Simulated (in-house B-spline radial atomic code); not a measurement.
# Ionising Pd with different functionals

Computed with a radial B-spline atomic code at the basis-set limit: scalar-relativistic (spin-free X2C) Hamiltonian, Fermi nucleus of rms radius 4.5318 fm, spin-polarised at highest spin, spherical fractional occupations for the functionals, and exact exchange of hybrids averaged over the configuration. The ionisation energy is the difference of two self-consistent energies, [Kr] 4d10 → [Kr] 4d9, without Breit or QED terms; ε is the level of the shell that loses the electron (its least bound occupied spin orbital). There is no spin-orbit coupling in this Hamiltonian.

```csv
method,rung,ΔSCF (eV),-ε(4d) (eV)
PBE0,global hybrid,8.53,5.41
B3LYP,global hybrid,8.74,5.26
TPSSh,global hybrid,8.64,4.45
BHandHLYP,global hybrid,?,?
r2SCAN0,global hybrid,8.56,5.45
B97-1,global hybrid,8.55,5.14
HSE06,range-separated hybrid,8.54,5.02
wB97X,range-separated hybrid,8.41,7.89
CAM-B3LYP,range-separated hybrid,?,?
LC-wPBE,range-separated hybrid,8.35,8.06
```

(1) What does BHandHLYP give?

(2) What does CAM-B3LYP give?

(3) Among the functionals, which spreads more, the ΔSCF values or the orbital energies?

(4) How do they compare with the NIST value?

Results:

(1) ΔSCF 8.10 eV, and -ε(4d) = 6.81 eV.

(2) ΔSCF 8.59 eV, and -ε(4d) = 6.92 eV.

(3) The orbital energies: ΔSCF values span about 0.64 eV and the orbital energies 3.61 eV; here energy differences depend much less on the functional than eigenvalues do.

(4) NIST lists 8.337 eV (measured, ground level to ground level). Errors run from -0.23 to +0.41 eV; LC-wPBE is closest (+0.01 eV), but part of that can be cancellation, since the calculations leave out spin-orbit coupling, Breit-QED terms, multiplet and fine-structure energies.
